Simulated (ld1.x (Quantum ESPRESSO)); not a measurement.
## Ne, TM: configuration errors across variants

- Element: neon (Ne)
- Generator: ld1.x (Quantum ESPRESSO) 7.5
- Type: norm-conserving Troullier–Martins (Kleinman–Bylander form)
- Functional: PBEsol
- Relativity: non-relativistic
- Frozen core: [He]
- Valence charge: 8
- Reference configuration: 2s2 2p5 (charge +1)
- Partial waves: 2s (bound): rc 0.60 bohr; 2p (bound): rc 1.60 bohr
- Local potential: the p channel
- Core correction: none

All-electron excitation energies from the reference (eV): (1) 2s2 2p6 -22.414; (2) 2s2 2p4 43.174; (3) 2s2 2p3 110.467; (4) 2s2 2p5.5 -13.574; (5) 2s2 2p2 204.901; (6) 2s1 2p6 23.122.

Errors AE − PS in meV (a dash: test not solved or not reliable):

| change | (1) | (2) | (3) | (4) | (5) | (6) | bound ghosts |
| --- | --- | --- | --- | --- | --- | --- | --- |
| base | -34 | +104 | +896 | -3.4 | +3333 | +27 | none |
| wave 2p (bound): rc 1.60 bohr becomes 2p (bound): rc 1.20 bohr | -18 | +11 | +193 | -3.9 | +919 | +33 | none |
| wave 2p (bound): rc 1.60 bohr becomes 2p (bound): rc 1.44 bohr | -32 | +54 | +551 | -5.1 | +2216 | +36 | none |
| wave 2p (bound): rc 1.60 bohr becomes 2p (bound): rc 1.84 bohr | -22 | +214 | +1557 | +4.7 | +5310 | -0.2 | none |
| wave 2p (bound): rc 1.60 bohr becomes 2p (bound): rc 2.02 bohr | +11 | +351 | +2305 | +19 | +7400 | -41 | none |
| wave 2p (bound): rc 1.60 bohr becomes 2p (bound): rc 2.16 bohr | +59 | +488 | +3002 | +37 | +9263 | -86 | none |
| wave 2p (bound): rc 1.60 bohr becomes 2p (bound): rc 2.36 bohr | +132 | +654 | +3813 | +62 | +11360 | -144 | none |

Task: Give the same row for: wave 2p (bound): rc 1.60 bohr becomes 2p (bound): rc 1.02 bohr.

Result: -9.7, +3.3, +90, -2.2, +473, +25; bound ghosts: none.
